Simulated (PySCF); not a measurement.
Computed with PySCF with PBE0-D3(BJ)/def2-TZVP. Gas-phase values, no solvent. One relaxed conformer stands for a flexible species; it need not be the lowest. Excitations are Tamm–Dancoff values on a coarser integration grid. The basis has no diffuse functions, so Rydberg states are missing or too high.

Reference species (SMILES): `C=C(S)SS` (neutral, multiplicity 1).

```
Quantity                                        Value
-------------------------------------------  --------
brightest of the four lowest singlets (TDA)   5.57 eV
LUMO                                         -0.86 eV
```

Changed species: `S/C=C\SS`.

### Question
Give the shifts of the brightest of the four lowest singlets (TDA) and LUMO.

### Answer
the brightest of the four lowest singlets (TDA) falls by 0.03 eV, to 5.54 eV; the LUMO drops by 0.43 eV, to -1.29 eV.
